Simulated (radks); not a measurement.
Trend from Zr2+ to Cd2+: ionisation energy by Delta-SCF between NIST ground configurations, and size. Method: Dirac Kohn-Sham, BLYP, spin-unpolarised, spherical densities, finite nucleus; open shells fill j = l - 1/2 first; Fermi nuclear charge, rms radius of each element as measured or else 0.836 A^(1/3) + 0.57 fm; computed with a radial shooting solver on a logarithmic mesh with Libxc functionals.

species  configuration  configuration of the ion  IE (eV)  NIST (eV)       kind   -e(HOMO) (eV)
Zr2+          [Kr] 4d2                  [Kr] 4d1   22.634     23.170  semi-emp.  17.303 (4d3/2)
Nb2+          [Kr] 4d3                  [Kr] 4d2   24.721     25.040  semi-emp.  19.092 (4d3/2)
Mo2+          [Kr] 4d4                  [Kr] 4d3   26.736       27.1  semi-emp.  20.813 (4d3/2)
Tc2+          [Kr] 4d5                  [Kr] 4d4   28.389     29.550  semi-emp.  22.217 (4d5/2)
Ru2+          [Kr] 4d6                  [Kr] 4d5   30.284     28.470  semi-emp.  23.832 (4d5/2)
Rh2+          [Kr] 4d7                  [Kr] 4d6   32.145     31.060  semi-emp.  25.418 (4d5/2)
Pd2+          [Kr] 4d8                  [Kr] 4d7   33.979     32.930  semi-emp.  26.981 (4d5/2)
Ag2+          [Kr] 4d9                  [Kr] 4d8   35.791       34.8  semi-emp.  28.527 (4d5/2)
Cd2+         [Kr] 4d10                  [Kr] 4d9   37.586      37.47       exp.  30.059 (4d5/2)

Reference values: NIST Atomic Spectra Database (exp. = measured, semi-emp. = semi-empirical, theory = theoretical value adopted there). Spin polarisation and multiplet splitting are left out, so open shells lie too high by an amount that depends on their filling.

Beside tabulated values, note that spin-unpolarised runs miss the spin-polarisation part of the exchange energy of open shells.
